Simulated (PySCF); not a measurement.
Vertical excitations of a molecule C3H5BO2 from PySCF with TDA-CAM-B3LYP/def2-SVPD, as energy in eV (oscillator strength): 5.27 (0.212), 5.94 (0.001), 5.96 (0.016), 6.62 (0.017), 6.67 (0.004), 7.18 (0.003), 7.50 (0.027), 7.70 (0.003), 7.73 (0.076), 8.06 (0.012). Lowest triplet (TDA): 3.11 eV. Geometry optimised at PBE0-D3(BJ)/def2-SVP. The values are those of a single conformer.

Identify the compound among the candidates.
A. O=CB1CCO1
B. CB1COC1=O
C. C=C1COB1O
D. C=C1OCB1O

D, C=C1OCB1O
